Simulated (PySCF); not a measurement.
C8H12Si.
Numbering: `[CH2:1]=[CH:2]/[CH:3]=[CH:4]/[CH:5]=[CH:6]/[CH:7]=[CH:8]/[SiH3:9]` (hydrogens: H10, H11 on C1; H12 on C2; H13 on C3; H14 on C4; H15 on C5; H16 on C6; H17 on C7; H18 on C8; H19, H20, H21 on Si9)

Computed by this run: PySCF 2.14.0, PBE0-D3(BJ)/def2-SVP geometry optimisation, gas phase; density fitting, grid level 2; the optimiser is geomeTRIC in internal coordinates, started from a GFN2-xTB structure.

Step 0: E = -16345.5165 eV
```
atom  x, y, z in Å  |  force x, y, z in eV/Å
C1     -4.9502    0.4187    1.6157   -0.141   0.011   0.009
C2     -3.9936    0.4863    0.6898    0.253  -0.026   0.023
C3     -2.5980    0.2976    0.9688   -0.146   0.053  -0.232
C4     -1.6306    0.3653    0.0321    0.096  -0.042   0.198
C5     -0.2416    0.1782    0.3020   -0.054   0.040  -0.216
C6      0.7209    0.2464   -0.6418    0.030  -0.037   0.198
C7      2.1174    0.0601   -0.3820   -0.083   0.017  -0.051
C8      3.0737    0.1276   -1.3210    0.737  -0.088   0.082
Si9     4.9089   -0.1082   -1.0288   -0.924   0.122  -0.177
H10    -4.7202    0.2137    2.6485    0.180  -0.121   0.584
H11    -5.9893    0.5647    1.3763   -0.575   0.091  -0.187
H12    -4.2530    0.6941   -0.3409   -0.165   0.096  -0.456
H13    -2.3330    0.0898    1.9978    0.194  -0.101   0.465
H14    -1.9028    0.5734   -0.9957   -0.175   0.095  -0.444
H15     0.0340   -0.0297    1.3287    0.182  -0.096   0.452
H16     0.4416    0.4540   -1.6682   -0.165   0.093  -0.435
H17     2.3904   -0.1468    0.6459    0.125  -0.103   0.514
H18     2.7567    0.3368   -2.3375   -0.157   0.099  -0.474
H19     5.3864   -1.2286   -1.8453    0.288  -0.423  -0.300
H20     5.1526   -0.3834    0.3871    0.124  -0.117   0.593
H21     5.6208    1.1084   -1.4320    0.376   0.437  -0.148
```

**Question.** Estimate the geometry and energy of step 1. (The exact step hangs on the optimiser's Hessian estimate; all steps are aligned on step 0, rigid shifts and turns removed.)

**Answer.** E = -16345.6027 eV, largest force 0.136 eV/Å
```
atom  x, y, z in Å  |  force x, y, z in eV/Å
C1     -4.9848    0.4189    1.6373   -0.043  -0.009   0.077
C2     -4.0186    0.4858    0.7076   -0.036   0.023  -0.110
C3     -2.6130    0.2975    0.9744    0.053  -0.026   0.122
C4     -1.6428    0.3659    0.0321   -0.040   0.024  -0.119
C5     -0.2425    0.1797    0.2892    0.037  -0.024   0.120
C6      0.7228    0.2491   -0.6589   -0.033   0.024  -0.120
C7      2.1298    0.0625   -0.4041    0.058  -0.023   0.098
C8      3.0965    0.1302   -1.3463   -0.022   0.021  -0.100
Si9     4.9155   -0.1084   -1.0301    0.060  -0.007   0.003
H10    -4.7486    0.2104    2.6865   -0.010   0.007  -0.034
H11    -6.0372    0.5694    1.3833    0.032  -0.004   0.001
H12    -4.2931    0.6969   -0.3345    0.010  -0.008   0.042
H13    -2.3271    0.0859    2.0138   -0.011   0.009  -0.047
H14    -1.9325    0.5775   -1.0061    0.010  -0.008   0.043
H15     0.0510   -0.0320    1.3265   -0.009   0.008  -0.044
H16     0.4304    0.4604   -1.6962    0.010  -0.008   0.040
H17     2.4053   -0.1480    0.6396   -0.006   0.007  -0.039
H18     2.7736    0.3432   -2.3770    0.026  -0.011   0.049
H19     5.4611   -1.2475   -1.8373   -0.028   0.010   0.020
H20     5.1469   -0.3874    0.4218   -0.027   0.006  -0.018
H21     5.6986    1.1082   -1.4221   -0.031  -0.010   0.016
```

The energy changes by -0.0862 eV. The first-order estimate −F·Δx gives -0.1818 eV and the mean of the old and new forces, exact on a quadratic surface, -0.0869 eV. The step makes an angle of 63° with the force vector and moves no atom by more than 0.078 Å.

The cost below is that of the whole optimisation. Time: 2.0 min of wall time; peak memory 0.87 GiB. Hardware: one thread, Arm Neoverse V1 (aarch64), on a shared host.
